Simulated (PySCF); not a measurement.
H2Se, charge -1, doublet, at the geometry of the source list (a state made from the parent by changing its charge; the spin is typed, not shown lowest) (in this run its highest filled SCF level lies above zero, so its values depend strongly on the basis, on diffuse functions most of all), with bond 2-1 at 1.5 times its length; B3LYP/def2-SVP (PySCF).

PySCF was given this input:
```python
from pyscf import gto, scf, dft

mol = gto.M(
    atom='''
Se   -0.00260000    0.66900000    0.00000000
H    -1.54565000   -0.84120000    0.00000000
H     1.03390000   -0.33120000   -0.00000000
''',
    basis='def2-svp',
    charge=-1,
    spin=1,
    verbose=5,
)

mf = dft.UKS(mol)
mf.xc = 'b3lyp'
mf.kernel()
mo_i, mo_e, stable_i, stable_e = mf.stability(internal=True, external=False, return_status=True, nroots=6, tol=1e-6)
print('internally stable:', stable_i, ' externally stable:', stable_e)
if not stable_i:
    umf = mf.copy()
    umf.scf_summary = {}
    umf.kernel(umf.make_rdm1(mo_i, mf.mo_occ))
```

Output, abridged:

```
PySCF version 2.14.0

[INPUT] verbose = 5
[INPUT] max_memory = 4000
[INPUT] num. atoms = 3
[INPUT] num. electrons = 37
[INPUT] charge = -1
[INPUT] spin (= nelec alpha-beta = 2S) = 1
[INPUT] symmetry False subgroup None
[INPUT] Mole.unit = angstrom
[INPUT] Symbol           X                Y                Z      unit          X                Y                Z       unit  Magmom
[...]
[INPUT] ---------------- BASIS SET ----------------
[INPUT] l, kappa, [nprim/nctr], expnt,             c_1 c_2 ...
[INPUT] H
[...]
                                1.9622572         0.13796524
                                0.44453796        0.47831935
[...]
[INPUT] Se
[...]
                                16007.604701      0.010943525114
                                3642.1699707      0.054374171596
                                1028.5912993      0.19018092947
                                335.30298888      0.38913021696
                                115.80129154      0.30620207088
[...]
                                26.726257934      0.64752124207
                                11.124501923      0.44241976651
[...]
                                3.3668473803      0.73591359951
                                1.5249277839      0.44330199577
[...]
                                343.75101831      0.066875851967
                                109.29554964      0.2664057808
                                39.707711022      0.53834928422
                                14.950185232      0.36303281993
[...]
                                3.2934649756      0.57257906583
                                1.4058602438      0.25549813222
[...]
                                27.18818526       0.13747735767
                                9.5091567352      0.36649929124
                                3.4170516853      0.48750989884
[...]
nuclear repulsion = 21.0254179829581
number of shells = 18
number of NR pGTOs = 88
number of NR cGTOs = 42
basis = def2-svp
ecp = {}

******** <class 'pyscf.dft.uks.UKS'> ********
method = UKS
initial guess = minao
damping factor = 0
level_shift factor = 0
DIIS = <class 'pyscf.scf.diis.CDIIS'>
diis_start_cycle = 1
diis_space = 8
diis_damp = 0
SCF conv_tol = 1e-09
SCF conv_tol_grad = None
SCF max_cycles = 50
direct_scf = True
direct_scf_tol = 1e-13
number electrons alpha = 19  beta = 18
XC library pyscf.dft.libxc version 7.1.2
    S. Lehtola, C. Steigemann, M. J. T. Oliveira, and M. A. L. Marques,  SoftwareX 7, 1–5 (2018)
XC functionals = b3lyp
    P. J. Stephens, F. J. Devlin, C. F. Chabalowski, and M. J. Frisch,  J. Phys. Chem. 98, 11623 (1994)
radial grids:
    Treutler-Ahlrichs [JCP 102, 346 (1995); DOI:10.1063/1.469408] (M4) radial grids

becke partition: Becke, JCP 88, 2547 (1988); DOI:10.1063/1.454033
pruning grids: <function nwchem_prune>
grids dens level: 3
symmetrized grids: False
atomic radii adjust function: <function treutler_atomic_radii_adjust>
small_rho_cutoff = 0
Set gradient conv threshold to 3.16228e-05
atom Se rad-grids = 90, ang-grids = [ 50  50  50  50  50  50  50  50  50  50  50  50  50  50  50  50  50  50
  50  50  50  50  50  50  50  50  50  50  50  86  86  86  86  86  86  86
  86  86  86  86  86  86  86  86  86 350 350 350 350 350 350 350 350 350
 350 434 434 434 434 434 434 434 434 434 434 434 434 434 434 434 434 434
 434 434 434 434 434 350 350 350 350 350 350 350 350 350 350 350 350 350]
atom H rad-grids = 50, ang-grids = [ 50  50  50  50  50  50  50  50  50  50  50  50  50  50  50  86  86  86
  86 266 266 266 266 266 302 302 302 302 302 302 302 302 302 302 302 302
 302 266 266 266 266 266 266 266 266 266 266 266 266 266]
tot_boxes 1287, boxes in each direction [11  9  7]
Padding 0 grids
tot grids = 40040
nelec by numeric integration = [17.98889514 17.98889514]
E1 = -3384.534144228968  E2 = 962.137495036044  Ecoul = 1049.9405191025724  Exc = -87.80302406652834
init E= -2401.37123120997
cond(S) = 85.41184978930808

  alpha mo_energy =
[-4.53841164e+02 -5.80485770e+01 -5.21147503e+01 -5.21145841e+01
 -5.21145539e+01 -7.84318344e+00 -5.78753512e+00 -5.78496128e+00
 -5.78493460e+00 -2.14083425e+00 -2.13876874e+00 -2.13874808e+00
 -2.13697384e+00 -2.13693109e+00 -7.35261864e-01 -4.05092385e-01
 -3.22406641e-01 -2.67885646e-01 -1.40007541e-01 -4.49631354e-03
  2.55529972e-01  3.17265720e-01  4.14190160e-01  4.19669344e-01
  4.30237935e-01  4.43758960e-01  4.75224302e-01  4.83842215e-01
  5.61016229e-01  5.98795720e-01  8.11209362e-01  1.41798278e+00
  1.42736580e+00  1.50778880e+00  1.51502154e+00  1.68413918e+00
  1.96540703e+00  3.00772781e+00  3.02690183e+00  3.03495623e+00
  3.08311738e+00  3.19869108e+00]
  beta  mo_energy =
[-4.53841164e+02 -5.80485770e+01 -5.21147503e+01 -5.21145841e+01
 -5.21145539e+01 -7.84318344e+00 -5.78753512e+00 -5.78496128e+00
 -5.78493460e+00 -2.14083425e+00 -2.13876874e+00 -2.13874808e+00
 -2.13697384e+00 -2.13693109e+00 -7.35261864e-01 -4.05092385e-01
 -3.22406641e-01 -2.67885646e-01 -1.40007541e-01 -4.49631354e-03
  2.55529972e-01  3.17265720e-01  4.14190160e-01  4.19669344e-01
  4.30237935e-01  4.43758960e-01  4.75224302e-01  4.83842215e-01
  5.61016229e-01  5.98795720e-01  8.11209362e-01  1.41798278e+00
  1.42736580e+00  1.50778880e+00  1.51502154e+00  1.68413918e+00
  1.96540703e+00  3.00772781e+00  3.02690183e+00  3.03495623e+00
  3.08311738e+00  3.19869108e+00]
multiplicity <S^2> = 0.75  2S+1 = 2
nelec by numeric integration = [18.9999997 17.9999999]
E1 = -3400.3003953958796  E2 = 976.8667674514477  Ecoul = 1065.1063894051538  Exc = -88.23962195370612
cycle= 1 E= -2402.40820996147  delta_E= -1.04  |g|= 0.193  |ddm|= 1.24
  alpha mo_energy =
[-4.53418691e+02 -5.76428385e+01 -5.17101559e+01 -5.17094451e+01
 -5.17071502e+01 -7.40259887e+00 -5.35158425e+00 -5.34604370e+00
 -5.33954116e+00 -1.70616659e+00 -1.70432568e+00 -1.69948520e+00
 -1.69463535e+00 -1.69399304e+00 -3.59277732e-01 -8.72988919e-02
 -2.39353611e-02  7.29525004e-02  1.28675502e-01  2.75232962e-01
[...]
  5.26644383e-01  5.65110625e-01  7.25567100e-01  7.28463477e-01
  7.31226062e-01  7.66464148e-01  7.74355971e-01  7.79747814e-01
  8.37906154e-01  9.05824860e-01  1.10846460e+00  1.72884083e+00
  1.75438475e+00  1.79329945e+00  1.81002358e+00  2.00577280e+00
  2.24120242e+00  3.34329418e+00  3.35305917e+00  3.35978191e+00
  3.41574279e+00  3.52179093e+00]
multiplicity <S^2> = 0.75316343  2S+1 = 2.0031609
nelec by numeric integration = [18.99999969 17.99999989]
E1 = -3396.471459849692  E2 = 973.0070468017236  Ecoul = 1061.1313691824705  Exc = -88.12432238074686
cycle= 10 E= -2402.43899506501  delta_E= -1.44e-10  |g|= 1.81e-06  |ddm|= 2.4e-05
  alpha mo_energy =
[-4.53549065e+02 -5.77646292e+01 -5.18328611e+01 -5.18318325e+01
 -5.18298431e+01 -7.52687252e+00 -5.47556457e+00 -5.46984792e+00
 -5.46410116e+00 -1.82860580e+00 -1.82679034e+00 -1.82253092e+00
 -1.81761955e+00 -1.81710974e+00 -4.17736775e-01 -1.28017126e-01
 -6.30598709e-02  1.77499692e-02  8.32773126e-02  2.53013190e-01
  5.19819887e-01  5.61853626e-01  6.81317924e-01  7.14550035e-01
  7.24628817e-01  7.50149109e-01  7.53005607e-01  7.69863576e-01
  8.31999961e-01  8.80348656e-01  1.10213269e+00  1.67784707e+00
  1.68838967e+00  1.77438577e+00  1.78382887e+00  1.95402451e+00
  2.23704280e+00  3.33588284e+00  3.35074409e+00  3.35203641e+00
  3.41072220e+00  3.51405108e+00]
  beta  mo_energy =
[-4.53548067e+02 -5.77640462e+01 -5.18324122e+01 -5.18299539e+01
 -5.18294363e+01 -7.52527774e+00 -5.47459117e+00 -5.46634981e+00
 -5.46323316e+00 -1.82702311e+00 -1.82455421e+00 -1.82178735e+00
 -1.81548785e+00 -1.81525914e+00 -4.05074411e-01 -1.21835339e-01
 -1.25805256e-02  2.32621364e-02  1.91856969e-01  2.56222326e-01
  5.26645056e-01  5.65111319e-01  7.25567311e-01  7.28464302e-01
  7.31226308e-01  7.66464558e-01  7.74356454e-01  7.79747879e-01
  8.37906934e-01  9.05824898e-01  1.10846561e+00  1.72884098e+00
  1.75438451e+00  1.79329995e+00  1.81002346e+00  2.00577221e+00
  2.24120368e+00  3.34329512e+00  3.35306017e+00  3.35978292e+00
  3.41574373e+00  3.52179193e+00]
multiplicity <S^2> = 0.75316346  2S+1 = 2.003161
nelec by numeric integration = [18.99999969 17.99999989]
E1 = -3396.4714217815826  E2 = 973.0070087336122  Ecoul = 1061.1313298248397  Exc = -88.12432109122742
Extra cycle  E= -2402.43899506501  delta_E= -2.27e-12  |g|= 1.23e-06  |ddm|= 6.46e-06
converged SCF energy = -2402.43899506501  <S^2> = 0.75316346  2S+1 = 2.003161
nelec by numeric integration = [18.99999969 17.99999989]
davidson 0 1  |r|= 2.53  e= [1.56398345]  max|de|= 1.56  lindep= 0.988
Old state -> New state
    0     ->     1
davidson 1 2  |r|= 2.14  e= [1.482081   1.59378428]  max|de|= -0.0819  lindep= 0.997
Old state -> New state
    1     ->     0
    0     ->     1
    0     ->     2
    1     ->     3
davidson 2 4  |r|= 2.31  e= [1.34537043 1.39447372 1.54844404 1.60019366]  max|de|= 1.35  lindep= 0.994
Old state -> New state
    1     ->     0
    0     ->     1
    0     ->     2
    1     ->     3
    0     ->     4
    1     ->     5
davidson 3 8  |r|= 0.874  e= [1.2007954  1.22040077 1.27062566 1.29591343 1.3540351  1.44483072]  max|de|=  1.3  lindep= 0.985
Old state -> New state
    5     ->     0
    0     ->     1
    2     ->     3
    2     ->     4
    0     ->     5
davidson 4 14  |r|= 0.489  e= [1.06245628 1.0971975  1.12764208 1.14937678 1.18772391 1.21242049]  max|de|= 1.15  lindep= 0.899
Old state -> New state
    4     ->     0
    0     ->     1
    1     ->     2
    0     ->     3
    1     ->     4
    3     ->     5
davidson 5 20  |r|= 0.421  e= [0.92753811 1.01254133 1.01681447 1.02928629 1.06879334 1.09159743]  max|de|= 1.02  lindep= 0.832
Old state -> New state
    0     ->     1
    0     ->     2
    0     ->     3
    1     ->     4
    2     ->     5
davidson 6 26  |r|= 0.398  e= [0.80309251 0.83369119 0.85692304 0.93477288 0.95667018 0.98253274]  max|de|= 0.935  lindep= 0.54
Old state -> New state
    2     ->     0
    3     ->     1
    0     ->     2
    0     ->     3
    2     ->     4
    2     ->     5
davidson 7 32  |r|= 0.706  e= [0.52665202 0.63478553 0.78637769 0.79902512 0.8450272  0.84839434]  max|de|= 0.635  lindep= 0.789
davidson 8 6  |r|= 0.706  e= [0.52665202 0.63478553 0.78637769 0.79902512 0.8450272  0.84839434]  max|de|= -8.88e-16  lindep= 0.852
Old state -> New state
    1     ->     0
    0     ->     2
    0     ->     3
    0     ->     4
    1     ->     5
davidson 9 12  |r|= 0.65  e= [0.37448821 0.43301912 0.46417257 0.46935186 0.52348903 0.6130222 ]  max|de|= 0.523  lindep= 0.587
Old state -> New state
    3     ->     0
    0     ->     1
    0     ->     2
    4     ->     3
    1     ->     4
    3     ->     5
davidson 10 18  |r|= 0.495  e= [0.25413252 0.3137867  0.32021188 0.3957731  0.43106648 0.45314741]  max|de|= 0.32  lindep= 0.445
Old state -> New state
    2     ->     1
    1     ->     2
    5     ->     4
    4     ->     5
davidson 11 24  |r|= 0.102  e= [0.23670047 0.24017156 0.30832514 0.38841504 0.40243622 0.42848189]  max|de|= -0.08  lindep= 0.802
davidson 12 30  |r|= 0.0111  e= [0.23449866 0.23672283 0.30792158 0.38780596 0.40089196 0.42795557]  max|de|= -0.00345  lindep= 0.913
davidson 13 6  |r|= 0.0111  e= [0.23449866 0.23672283 0.30792158 0.38780596 0.40089196 0.42795557]  max|de|= -1.28e-15  lindep= 0.983
davidson 14 12  |r|= 0.00277  e= [0.2344559  0.2366884  0.30791479 0.38779241 0.40083648 0.42792518]  max|de|= -5.55e-05  lindep= 0.844
[...]
davidson 15 18  |r|= 0.00114  e= [0.2344549  0.23668699 0.30791448 0.38779171 0.40083232 0.42792206]  max|de|= -4.17e-06  lindep= 0.791
[...]
converged 16 21  |r|= 0.000554  e= [0.23445488 0.23668686 0.30791447 0.38779171 0.40083184 0.42792148]  max|de|= -5.79e-07
uhf_internal: lowest eigs of H = [0.23445488 0.23668686 0.30791447 0.38779171 0.40083184 0.42792148]
<class 'pyscf.dft.uks.UKS'> wavefunction is stable in the internal stability analysis
internally stable: True  externally stable: None
```
